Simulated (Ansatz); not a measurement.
Geometry optimisation, Ansatz, RKS PBE/def2-SVP.

Input file:

```yaml
crystal:
  periodic: [false, false, false]
  atoms:
    - { symbol: Si, position_ang: [-0.450331, -0.678819, -0.096941] }
    - { symbol: Br, position_ang: [1.490054, -0.861788, -1.30506] }
    - { symbol: H, position_ang: [-0.911861, -2.096414, 0.073768] }
    - { symbol: H, position_ang: [-1.431267, 0.144752, -0.857534] }
    - { symbol: O, position_ang: [-0.213169, 0.089227, 1.367045] }
    - { symbol: H, position_ang: [0.717459, 1.810793, -0.869927] }
    - { symbol: H, position_ang: [0.360561, 1.919695, -0.270931] }
    - { symbol: H, position_ang: [0.438655, -0.327346, 1.95948] }
basis:
  gaussian: { orbitals: def2-SVP }
hamiltonian:
  xc: pbe
relax:
  f_tol: 0.03
  max_steps: 50
```

Run as:

```bash
$ ansatz run input.yaml --threads 2 --pin off --max-ram 3072MiB --backend cpu --events-out ev --progress --plain --runs-dir out
```

Where does it end, and by what steps?

The forces met the threshold. The force dipped under the threshold on the way, but the program's further checks kept it going. After 21 steps the energy has fallen by 0.234 eV; H6 moved furthest, 1.59 Å.

```tsv
step	energy less start (eV)	largest force component (eV/Å)	accepted
0	0.0000	2.185	yes
1	-0.1512	0.110	yes
2	-0.1817	0.156	yes
3	-0.1490	0.710	no
4	-0.1852	0.041	yes
5	-0.1902	0.051	yes
6	-0.1937	0.340	yes
7	-0.1965	0.373	yes
8	-0.1980	0.548	yes
9	-0.2096	0.327	yes
10	-0.2152	0.329	yes
11	-0.2250	0.128	yes
12	-0.2232	0.437	no
13	-0.2262	0.132	yes
14	-0.2283	0.209	yes
15	-0.2298	0.095	yes
16	-0.2312	0.092	yes
17	-0.2321	0.072	yes
18	-0.2328	0.094	yes
19	-0.2331	0.063	yes
20	-0.2335	0.025	yes
21	-0.2336	0.008	yes
```

```xyz
8
Properties=species:S:1:pos:R:3
Si -0.547 -1.136 -0.198
Br 1.221 -1.844 -1.390
H -0.954 -2.295 0.665
H -1.625 -0.715 -1.140
O -0.188 0.225 0.709
H 0.961 3.165 -0.082
H 0.631 2.481 0.047
H 0.501 0.119 1.389
```

Run time: 10 s on 2 threads of AMD EPYC 9R45 96-Core Processor (Zen 5) (shared host), peak memory 0.15 GiB.
